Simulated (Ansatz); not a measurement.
Consider the substitution at a C–C bond: `CCCCCCCCCl` + HI → `ClCCI` + `CCCCCC`.

Program: Ansatz. Geometries: PBE0-D4/def2-TZVP. ΔE: electronic, gas phase. CBS: MP2 limit from def2 TZ/QZ plus the TZ coupled-cluster correction, frozen cores. Functionals use def2-TZVPP. B3LYP here is the variant with VWN-RPA as its local correlation; programs differ in this. def2 core potentials past Kr. For I outer-core shells are correlated without core-valence functions, which leaves a few kJ/mol of doubt a bond. One conformer a species, not always the lowest.

`CCCCCCCCCl`:

```xyz
26

C    -2.377   -2.860   -2.135
C    -1.452   -1.672   -1.935
C    -1.323   -1.258   -0.478
C    -0.400   -0.070   -0.267
C    -0.275    0.332    1.194
C     0.572    1.575    1.437
C     2.037    1.404    1.058
C     2.840    2.634    1.405
Cl    4.559    2.452    0.955
H    -3.386   -2.639   -1.776
H    -2.453   -3.138   -3.189
H    -2.018   -3.735   -1.586
H    -1.816   -0.819   -2.520
H    -0.458   -1.908   -2.332
H    -0.958   -2.110    0.109
H    -2.317   -1.023   -0.079
H    -0.770    0.785   -0.846
H     0.587   -0.310   -0.677
H    -1.278    0.506    1.600
H     0.141   -0.506    1.767
H     0.507    1.848    2.497
H     0.146    2.417    0.878
H     2.459    0.539    1.579
H     2.138    1.207   -0.013
H     2.821    2.837    2.477
H     2.474    3.514    0.877
```

HI:

```xyz
2

I    -0.389   -0.065    0.702
H     0.389    0.065   -0.702
```

`ClCCI`:

```xyz
8

Cl   -1.836    1.123    0.458
C    -0.552    0.280   -0.458
C     0.482   -0.234    0.503
I     2.027   -1.247   -0.582
H    -1.029   -0.528   -1.010
H    -0.133    0.998   -1.159
H     0.970    0.569    1.049
H     0.071   -0.962    1.198
```

`CCCCCC`:

Cartesian coordinates in Å:
```
C -0.479 2.001 1.262
C 0.281 0.692 1.398
C -0.505 -0.531 0.938
C -0.941 -0.507 -0.524
C 0.191 -0.353 -1.534
C 1.225 -1.465 -1.476
H -0.703 2.233 0.218
H 0.096 2.837 1.666
H -1.430 1.961 1.800
H 0.564 0.547 2.446
H 1.223 0.757 0.843
H -1.399 -0.632 1.564
H 0.093 -1.428 1.126
H -1.664 0.300 -0.676
H -1.482 -1.436 -0.739
H 0.686 0.614 -1.390
H -0.243 -0.317 -2.538
H 1.977 -1.348 -2.260
H 1.753 -1.479 -0.519
H 0.757 -2.444 -1.607
```

```json
{"level": "r2SCAN-D4", "ΔE (eV)": "0.06"}
{"level": "B3LYP", "ΔE (eV)": "0.06"}
```

(1) What does CCSD(T)/CBS give? (An estimate is asked.)

Largest T1 diagnostic among the species: 0.009.

## Answers

(1) Ansatz gave: +0.03 eV. The listed levels differ from it by 0.03, 0.03 eV.

In def2-TZVPP, CCSD(T) changes the Hartree–Fock value by −0.08 eV (the triples alone add −0.03 eV) and MP2 by −0.15 eV. From PBE to PBE0 (25 % exact exchange), in def2-TZVPP and without D4, ΔE moves by +0.05 eV.
